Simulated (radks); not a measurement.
Results of a calculation; reference values are marked as such.
Question: The mean radii <r> (bohr) of the occupied orbitals of an atom or ion are listed with their occupations. Level of theory: scalar-relativistic Kohn-Sham, PBE, spin-polarised, spherical densities, finite nucleus; Fermi nuclear charge, rms radius of each element as measured or else 0.836 A^(1/3) + 0.57 fm (a radial shooting solver on a logarithmic mesh with Libxc functionals).

| orbital | occ. | <r> |
|---|---|---|
| 1s down | 1 | 0.02457 |
| 1s up | 1 | 0.02457 |
| 2s down | 1 | 0.1052 |
| 2s up | 1 | 0.1052 |
| 2p down | 3 | 0.09236 |
| 2p up | 3 | 0.09236 |
| 3s up | 1 | 0.2786 |
| 3s down | 1 | 0.2786 |
| 3p up | 3 | 0.2767 |
| 3p down | 3 | 0.2766 |
| 3d up | 5 | 0.2536 |
| 3d down | 5 | 0.2535 |
| 4s up | 1 | 0.6387 |
| 4s down | 1 | 0.6385 |
| 4p up | 3 | 0.6770 |
| 4p down | 3 | 0.6767 |
| 4d up | 5 | 0.7496 |
| 4d down | 5 | 0.7494 |
| 5s up | 1 | 1.540 |
| 5s down | 1 | 1.548 |
| 5p up | 3 | 1.788 |
| 5p down | 3 | 1.801 |
| 4f up | 2 | 1.213 |
| 7f up | 1 | 21.88 |

Name the element and its charge. Open shells, if any, are filled with parallel spins first.

Answer: Z = 58, cerium, charge +1: Ce+ in [Xe] 4f2 7f1. The 1s radius gives Z: for a bare nucleus <r> = (2 gamma + 1)/(2Z) with gamma = sqrt(1 - (Z/c)^2), 0.02424 bohr for Z = 58, and screening makes it slightly larger (0.02457 here). The occupations add up to 57, and the charge is Z minus that.
